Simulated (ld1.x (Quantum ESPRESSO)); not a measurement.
**ruthenium: TM pseudisation with BLYP, scalar-relativistic reference atom.**

* Element: Ru
* Generator: ld1.x (Quantum ESPRESSO) 7.5
* Type: norm-conserving Troullier–Martins (Kleinman–Bylander form)
* Functional: BLYP
* Relativity: scalar-relativistic
* Frozen core: [Ar] 3d10 4s2
* Valence charge: 14
* Reference configuration: 4p6 4d7 5s0 5p0 (charge +1)
* Partial waves: 5s (bound, empty): rc 2.05 bohr; 4p (bound): rc 1.25 bohr; 4d (bound): rc 1.55 bohr
* Local potential: the d channel
* Core correction: a·sin(br)/r model core inside 0.90 bohr

All-electron outer shells of the reference configuration (BLYP, scalar-relativistic, ld1.x):

```json
{"shell": "4s", "level (eV)": "-83.75", "outermost node (bohr)": "0.48", "outermost maximum (bohr)": "0.92"}
{"shell": "4p", "level (eV)": "-53.79", "outermost node (bohr)": "0.49", "outermost maximum (bohr)": "0.98"}
{"shell": "4d", "level (eV)": "-12.49", "outermost node (bohr)": "0.48", "outermost maximum (bohr)": "1.21"}
{"shell": "5s", "level (eV)": "-10.65", "outermost node (bohr)": "1.23", "outermost maximum (bohr)": "2.59"}
{"shell": "5p", "level (eV)": "-6.27", "outermost node (bohr)": "1.40", "outermost maximum (bohr)": "3.33"}
```

Question: Does the generator finish with these settings?

Answer: Yes, a potential is produced and its reference levels are reproduced.

Question: Estimate the cutoffs (Ry, on a coarse ladder) from which the occupation-weighted sum of valence levels, in a spherical-Bessel basis at the reference potential, stays within 10 and 1 mRy of its value at 400 Ry.

Answer: 100 Ry and 140 Ry.

Question: What does a ghost test show?

Answer: Ghost state, extra bound levels that the all-electron valence spectrum of the same l lacks: s at -90.0 eV. A true bound ghost makes a file unfit for plane-wave use.

Question: Which valence shell sets the plane-wave cutoff?

Answer: 4p: its level needs 110 Ry to come within 1 mRy, against 55 Ry for 4d.

Question: Tests: 4p6 4d7 5s1 5p0; 4p6 4d6 5s0 5p0; 4p6 4d5 5s0 5p0; 4p6 4d6 5s1 5p0; 4p6 4d6 5s1 5p1; 4p6 4d7 5s0.5 5p0; 4p6 4d6 5s2 5p0. Which has the largest error in its energy relative to the reference configuration, and how large is it?

Answer: 4p6 4d6 5s2 5p0, with -47 meV (all-electron minus pseudo) on -5.78 eV.
